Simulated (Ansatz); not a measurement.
Program: Ansatz. Geometries: PBE0-D4/def2-TZVP. ΔE: electronic, gas phase. CCSD(T)/CBS is the MP2 limit (def2-TZVPP, def2-QZVPP) plus CCSD(T) − MP2 in def2-TZVPP, frozen cores. Functionals use def2-TZVPP. For Se outer-core shells are correlated without core-valence functions, which leaves a few kJ/mol of doubt a bond. Scalar relativity is left out up to krypton. Each species was taken in one conformer, which may not be the lowest.

`C=C[Se][Si](F)(F)F` + `OCBCl` → `F[Si](F)(F)BCl` + `C=C[Se]CO`  (redistribution)

```csv
level,ΔE (eV)
r2SCAN-D4,1.21
ωB97X-V,1.20
PBE0,1.17
MP2/def2-TZVPP,1.21
HF/def2-QZVPP,1.23
MP2/def2-QZVPP,1.24
SCS-MP2/def2-QZVPP,1.19
MP2/CBS(def2),1.26
```

Q: What does CCSD(T)/CBS give? (Estimate.)

A: The calculation gave: +1.20 eV. The listed levels differ from it by 0.01, 0.00, -0.03, 0.01, 0.03, 0.04, -0.01, 0.06 eV.

Largest T1 diagnostic among the species: 0.013.

From PBE to PBE0 (25 % exact exchange), in def2-TZVPP and without D4, ΔE moves by +0.09 eV. The D4 term adds +0.05 eV with B3LYP and +0.03 eV with PBE0; it sums over pairs of atoms, weighted by their polarisabilities, and B3LYP, whose exchange is more repulsive, gets the larger term.

B3LYP here is the variant with VWN-RPA as its local correlation; programs differ in this.
